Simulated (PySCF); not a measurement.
B₃H₅O₄Si.
SMILES with atom numbers: `[SiH3:1][O:2][B:3]1[O:4][BH:5][O:6][BH:7][O:8]1` (hydrogens: H9, H10, H11 on Si1; H12 on B5; H13 on B7)

Level of theory: core-valence-separated Tamm–Dancoff BHandHLYP/aug-pcX-1 (pcseg-1 on H, def2-SVPD on Si) in PySCF, non-relativistic, gas phase, PBE0-D3(BJ)/def2-SVP geometry. The energies are unshifted.

Task: List the boron K-edge absorption lines.

Result: 
```csv
E (eV),f,core hole on,main final orbital
188.57,0.1821,B5 + B7,"LUMO+1 (2 roots, f summed)"
190.44,0.0992,B3,LUMO+6 (32 %)
192.46,0.0078,B5/B7,"LUMO (2 roots, f summed)"
192.68,0.0000,B7,LUMO+2 (43 %)
192.77,0.0000,B5,LUMO+2 (61 %)
192.80,0.0000,B3,LUMO (84 %)
193.09,0.0205,B5/B7,"LUMO+3/LUMO+4 (2 roots, f summed)"
193.09,0.0000,B3,LUMO+1 (94 %)
193.45,0.0101,B5/B7,"LUMO+4/LUMO+6 (3 roots, f summed)"
193.48,0.0030,B7,LUMO+3 (36 %)
```

The first line with a tenth or more of the strongest one's intensity is at 188.57 eV (f = 0.182, sum of 2), with the hole on B5 + B7 (three-coordinate boron). It is also the strongest listed.

Task: List the oxygen K-edge absorption lines.

Result: 
```csv
E (eV),f,core hole on,main final orbital
532.15,0.0265,O6,LUMO+2 (45 %)
532.16,0.0332,O8,LUMO+1 (55 %)
532.23,0.0274,O4,LUMO+1 (69 %)
532.75,0.0001,O6,LUMO+1 (86 %)
532.77,0.0089,O2,LUMO (52 %)
532.99,0.0215,O2,LUMO+6 (52 %)
533.71,0.0055,O8,LUMO+6 (49 %)
533.78,0.0056,O4,LUMO+6 (49 %)
533.87,0.0014,O4/O8,"LUMO (2 roots, f summed)"
534.08,0.0103,O2,LUMO (35 %)
534.12,0.0006,O6,LUMO (49 %)
534.53,0.0001,O2,LUMO+1 (96 %)
534.57,0.0049,O2,LUMO+10 (49 %)
534.81,0.0008,O8,LUMO+2 (61 %)
534.88,0.0063,O2,LUMO+8 (30 %)
534.93,0.0008,O4,LUMO+2 (79 %)
534.93,0.0034,O6,LUMO+3 (41 %)
535.01,0.0013,O2,LUMO+2 (62 %)
```

The first line with a tenth or more of the strongest one's intensity is at 532.15 eV (f = 0.027), with the hole on O6 (boron-bound oxygen). The strongest listed is at 532.16 eV (f = 0.033; O8).

Roots within 0.03 eV whose holes lie on the same, on equivalent or on shared atoms are summed into one line, and the highest roots are left out, as the search may have cut off their partners. Final orbitals are the ground state's empty Kohn–Sham orbitals.

Task: What is the summed oscillator strength of the listed B K lines, and their intensity-weighted mean energy?

Result: Σf = 0.323 over 10 lines from 188.57 to 193.48 eV; the weighted mean is 189.73 eV. The strongest line holds 56 % of the sum.

The list ends where the root search ended, not at a threshold.

The values belong to the conformer `[SiH3:1][O:2][B:3]1[O:4][BH:5][O:6][BH:7][O:8]1`: Si1–O2–B3–O4 1°.
